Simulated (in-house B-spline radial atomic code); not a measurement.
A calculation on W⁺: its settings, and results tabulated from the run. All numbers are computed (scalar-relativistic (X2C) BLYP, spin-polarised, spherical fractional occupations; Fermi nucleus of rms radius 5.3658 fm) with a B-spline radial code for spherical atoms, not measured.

Command:
```bash
python run_scf.py task.json out
```
Settings (nuclear radius in fm, mass in u):
```
Z                74
configuration    [Xe] 4f14 5d4 6s1
hamiltonian      x2c
method           b88,lyp
spin_polarised   True
nucleus          fermi
rms_radius       5.3658
atomic_mass      183.95093
speed_of_light   137.035999084
```

Output (hartree, bohr):
```
 radial grid: 81 intervals, B-splines of order 8, outer radius 60 bohr

 iter        energy (Eh)    residual
    1      -16143.188514    5.08e-01
    2      -16142.518234    2.52e-01
    3      -16143.903051    1.46e-01
    4      -16144.257269    5.43e-02
    5      -16144.101213    1.03e-01
    6      -16144.328275    2.54e-03
    7      -16144.328432    3.78e-04
    8      -16144.328435    1.88e-05
    9      -16144.328435    9.22e-06
   10      -16144.328435    5.36e-07

 total energy                    -16144.32844
 kinetic                           18198.4774
 electron-nucleus                 -40325.7823
 Hartree                            6312.4413
 exchange-correlation               -329.4648

 orbital      occ     eigenvalue          <r>       <r^2>       <1/r>       r_max
 1s up      1.000     -2545.6694    0.0175439 0.000431467     95.5396     0.01051
 1s down    1.000     -2545.6689    0.0175439 0.000431467     95.5396     0.01051
 2s up      1.000      -439.5548    0.0767743   0.0070348     22.3096     0.06551
 2s down    1.000      -439.5481    0.0767741  0.00703476     22.3097     0.06551
 2p up      3.000      -385.8085    0.0688696  0.00581165     18.7035     0.05329
 2p down    3.000      -385.8032    0.0688691  0.00581159     18.7036     0.05328
 3s up      1.000      -101.4405     0.200595   0.0461464     8.02486      0.1855
 3s down    1.000      -101.4384     0.200593   0.0461453     8.02484      0.1855
 3p up      3.000       -85.4353     0.200571   0.0467484     7.06474      0.1831
 3p down    3.000       -85.4330     0.200569   0.0467471     7.06473      0.1831
 3d up      5.000       -66.3921     0.182335   0.0389752     6.58341      0.1493
 3d down    5.000       -66.3877     0.182336   0.0389755     6.58331      0.1493
 4s up      1.000       -21.1210     0.449626    0.228494     3.32937      0.4212
 4s down    1.000       -21.1148     0.449644    0.228503     3.32901      0.4212
 4p up      3.000       -15.8415     0.477236     0.25933     2.94196      0.4409
 4p down    3.000       -15.8356      0.47722    0.259289     2.94178      0.4409
 4d up      5.000        -8.9928     0.511746    0.303704     2.59335      0.4526
 4d down    5.000        -8.9857     0.511545    0.303382     2.59386      0.4526
 5s up      1.000        -3.1775       1.0715     1.29106     1.27027      0.9652
 5s down    1.000        -3.1211      1.06511     1.27552     1.27983      0.9616
 5p up      3.000        -1.8825      1.25285     1.78134     1.05209       1.093
 5p down    3.000        -1.8094      1.24343     1.75535     1.06227       1.087
 4f up      7.000        -1.4794     0.610374    0.469495     2.07931      0.4287
 4f down    7.000        -1.4651      0.60601    0.460824      2.0876      0.4285
 5d up      4.000        -0.4558       1.9595     4.56272     0.66547         1.5
 6s up      1.000        -0.4685      2.91016     9.53709    0.437207       2.545
```

Run time, properties included: 0.5 s on 1 thread of Arm Neoverse V1, with other jobs on the host.

One-electron X2C: radii and densities carry no picture-change correction, so inner-shell <1/r> comes out high (for 1s by about 2 % at Z = 33, 5 % at 54, 10 % at 75, 30 % at 118) and <r> low.
